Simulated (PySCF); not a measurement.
Run record for `CC#C/C=C/C(=O)O`: mPW1PW91/def2-SVPD, energy threshold 1e-07 Eh, level shift 0.3 Eh, TDA, 6 singlets.

Method: TDA mPW1PW91/def2-SVPD, vertical, gas phase, core orbitals frozen in the response (PySCF 2.14.0, density-fitted response routines). Geometry: GFN2-xTB. A driver script takes a list of jobs; this job's settings line and coordinates (Å) are shown.

Command:
```bash
OMP_NUM_THREADS=1 python probes_run.py task.json out
```

Input:
```
{"job": {"kind": "uv", "xc": "mPW1PW91", "basis": "def2-SVPD", "nstates": 6, "ntriplets": 2, "tda": true, "scf": {"conv": 1e-07, "level_shift": 0.3}}, "charge": 0, "multiplicity": 1}
C      3.492029     0.312244     0.536089
C      2.099588     0.017224     0.307218
C      0.934533    -0.227426     0.116324
C     -0.413974    -0.523759    -0.115552
C     -1.438535     0.146852     0.431445
C     -2.819403    -0.232128     0.134251
O     -3.168659    -1.134114    -0.589314
O     -3.705376     0.555907     0.772813
H      4.120232    -0.460147     0.093176
H      3.689550     0.363472     1.606804
H      3.742860     1.274172     0.088617
H     -0.625948    -1.351837    -0.782554
H     -1.298807     0.979706     1.102536
H     -4.608768     0.279361     0.556008
```

Output:
```
final grid: 121896 points
cycle   1  E = -382.0741234955  dE =  1.401e+00  |g| = 9.779e-01  |ddm| = 1.427e+01
cycle   2  E = -382.1143949139  dE = -4.027e-02  |g| = 9.981e-01  |ddm| = 4.060e+00
cycle   3  E = -382.2717943786  dE = -1.574e-01  |g| = 2.456e-01  |ddm| = 1.549e+00
cycle   4  E = -382.2825443924  dE = -1.075e-02  |g| = 7.236e-02  |ddm| = 5.574e-01
cycle   5  E = -382.2836984101  dE = -1.154e-03  |g| = 1.038e-02  |ddm| = 2.008e-01
cycle   6  E = -382.2837407216  dE = -4.231e-05  |g| = 6.773e-03  |ddm| = 7.287e-02
cycle   7  E = -382.2837538769  dE = -1.316e-05  |g| = 2.558e-03  |ddm| = 2.909e-02
cycle   8  E = -382.2837566174  dE = -2.740e-06  |g| = 7.773e-04  |ddm| = 1.453e-02
cycle   9  E = -382.2837572357  dE = -6.183e-07  |g| = 4.545e-04  |ddm| = 6.193e-03
cycle  10  E = -382.2837574536  dE = -2.179e-07  |g| = 2.512e-04  |ddm| = 3.167e-03
cycle  11  E = -382.2837575291  dE = -7.549e-08  |g| = 1.475e-04  |ddm| = 1.796e-03
level shift removed, Fock matrix diagonalised once more
converged SCF energy = -382.2837575291

Static polarisability (au): isotropic 90.153, principal 49.627 66.745 154.087

Singlet excitations
state   eV       nm        f      main configurations
  1   4.3012    288.3   0.00008   H-1->L 0.97
  2   4.6547    266.4   0.00001   H-2->L 0.96
  3   5.0760    244.3   0.71207   H->L 0.87
  4   6.4745    191.5   0.00023   H->L+3 0.50, H->L+1 0.46
  5   6.5177    190.2   0.02595   H-3->L 0.91
  6   6.7426    183.9   0.00085   H->L+2 0.44, H->L+1 0.32, H->L+3 0.17

Triplet excitations (Tamm-Dancoff, eV): 2.8521 4.0164
```

H and L stand for HOMO and LUMO; the number after each pair is its weight.

Problem. Give S1 in cm⁻¹ and kJ/mol.

Solution. 4.3012 eV × 8065.54 = 34692 cm⁻¹; × 96.485 = 415.0 kJ/mol.

Problem. Which computed singlet has the largest oscillator strength, and what do all of them sum to?

Solution. State 3 at 5.08 eV (244 nm), f = 0.712; the 6 states sum to 0.739.

In short: SCF converged in 11 cycles with 214 basis and 762 fitting functions; HOMO -7.26 eV, LUMO -2.04 eV; lowest singlet 4.30 eV; lowest triplet 2.85 eV (Tamm–Dancoff); mean polarisability 90.2 au.

Problem. How long does this job take on Arm Neoverse N1, one thread, shared host with 64 logical CPUs at a one-minute load of 46? And the peak memory of the process?

Solution. About 47 s, with 0.80 GiB resident at the peak, the Python interpreter and its libraries included.

The values belong to the conformer `[CH3:1][C:2]#[C:3]/[CH:4]=[CH:5]/[C:6](=[O:7])[OH:8]`: C4–C5–C6–O7 0°, H–O8–C6–C5 180°.
